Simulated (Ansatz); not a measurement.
System: BI₃, charge 0, singlet. BI3 (triiodoborane, SMILES IB(I)I).
B3LYP-D3(BJ)/def2-TZVP minimum from Ansatz (a program for electronic structure):
```
B
I 1 2.1251
I 1 2.1251 2 120.00
I 1 2.1251 2 120.00 3 -180.00
```

Atomisation energy term by term, kcal/mol (programs: Ansatz). UHF or UKS for unpaired electrons; spin-orbit terms are left out. Cores are frozen in correlated methods (noble-gas shells, and filled d and f shells in the p block). Past Kr the def2 sets carry scalar-relativistic core potentials. CBS(X,Y): correlation extrapolated as X^-3, Hartree-Fock from the larger set. A bracket is a step between two methods taken in the basis named. For partners of very few electrons the exact lower level stands in for a higher one. Spin-orbit terms, left out, reach several kcal/mol for Br and I, and more for heavier atoms.

| term | basis | kcal/mol |
|---|---|---|
| Hartree-Fock | def2-QZVPP | 148.47 |
| CCSD correlation | CBS(def2-TZVPP,def2-QZVPP) | 65.08 |
| (T) | CBS(def2-TZVPP,def2-QZVPP) | 10.77 |
| CCSDT(Q) - CCSD(T) | def2-SVP | 0.40 |
| sum: De |  | 224.7 |
